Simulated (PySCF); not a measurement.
Level of theory: PySCF with B3LYP-D3(BJ)/def2-TZVP // r2SCAN-D4/def2-SVP. Isolated molecules, 0 K electronic values unless said otherwise. One relaxed conformer stands for a flexible species; it need not be the lowest. B3LYP has the VWN-RPA correlation part, as in Gaussian. 

Reference species: [Nb(F)5] (neutral, multiplicity 1).

```json
{
  "LUMO": "-3.80 eV",
  "coordination_number": "5",
  "mean_distance_from_the_central_atom_to_its_bonded_neighbours": "1.853 Å"
}
```

After one change: the LUMO rises by 1.00 eV; the coordination number hardly moves; the mean distance from the central atom to its bonded neighbours rises by 0.022 Å.

Question: What was changed between the two runs? The new species is one of these.
(A) [Nb(F)2(OH)3]
(B) [Nb(F)4(OH)]
(C) [Nb(OH)5]
(D) [Nb(F)3(OH)2]

Answer: D, [Nb(F)3(OH)2]
